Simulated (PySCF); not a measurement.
Simulated Si 2p region for `C1OC[SiH2]1`, binding energy against the vacuum level.

Every computed line was given a Gaussian of 0.6 eV full width at half maximum and an area set by the number of equivalent atoms (split 2:1 within a doublet); the highest printed point is 100. Method: delta-SCF UKS SCAN, pcX-2 on the ionised atom, pcseg-1 elsewhere, spin-free X2C in PySCF 2.14.0.

binding energy (eV), intensity and a bar:
```
    106.0          0 
    106.1          1 
    106.2          3 #
    106.3          7 ##
    106.4         16 #####
    106.5         32 #########
    106.6         53 ################
    106.7         76 #######################
    106.8         93 ############################
    106.9        100 ##############################
    107.0         94 ############################
    107.1         81 ########################
    107.2         68 #####################
    107.3         61 ##################
    107.4         57 #################
    107.5         54 ################
    107.6         47 ##############
    107.7         37 ###########
    107.8         25 #######
    107.9         15 ####
    108.0          7 ##
    108.1          3 #
    108.2          1 
    108.3          0 
    108.4          0
```

Task: How many maxima does the curve show, and how many computed lines lie under it?

Result: The curve has 1 maximum (at 106.9 eV). Under it lie 2 lines from 1 inequivalent silicon site, drawn as a 2p3/2, 2p1/2 pair. At this width some lines have no maximum of their own.

Task: Decompose the envelope and assign each component. Numbering: `[CH2:1]1[O:2][CH2:3][SiH2:4]1`.

Result: 
```
position (eV)  relative area      line  atoms   environment
       106.88           0.67  Si 2p3/2    Si4  SiH2 silicon
       107.50           0.33  Si 2p1/2    Si4  SiH2 silicon
```

Task: What are the centre and the root-mean-square width of the whole band?

Result: The area-weighted mean of the lines is 107.09 eV. Their own spread about it is 0.29 eV (rms) and each Gaussian has σ = 0.6/2.355 = 0.25 eV; the variances add, which gives 0.39 eV.

Shake-up satellites, vibrational structure and lifetime widths aren't simulated. The 2p values aren't plain energy differences: one relaxed spin-free 2p hole is combined with a matrix within the shell (ground-state 2p orbital-energy differences and spin–orbit coupling). 2p3/2, the mean of its two sublevels, lies a third of the splitting below the shell's mean and 2p1/2 two thirds above it; the statistical areas are 2:1. 2p1/2 minus 2p3/2 (ligand field included): Si 0.62 eV. Isolated species at its GFN2-xTB geometry, gas phase.
